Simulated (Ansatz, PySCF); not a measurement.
This singlet lies 0.78 eV below the relaxed triplet at the level frozen-core CCSD(T)/aug-cc-pVDZ // B3LYP-D3(BJ)/def2-TZVPD (Ansatz, a first-principles code).

## CH3AlNSi, SMILES `[Al-]([C]#N)[SiH3]` (lower singlet) (charge -1, multiplicity 1)

Method: PBE-D3(BJ)/def2-TZVPD // B3LYP-D3(BJ)/def2-TZVPD (PySCF).

HOMO: -0.13 eV
total energy: -626.2649 Ha
cost: about 50 core-seconds (a rough figure)

Bonded distances (Å): N1–C2 1.162, C2–Al3 2.064, Al3–Si4 2.594, Si4–H5 1.508, Si4–H6 1.508, Si4–H7 1.509. Bond angles (°): N1–C2–Al3 172.3, C2–Al3–Si4 89.1, Al3–Si4–H5 116.3, Al3–Si4–H6 116.4, Al3–Si4–H7 115.0, H5–Si4–H6 103.0, H5–Si4–H7 102.0, H6–Si4–H7 102.0.
Charge -1, spin multiplicity 1.
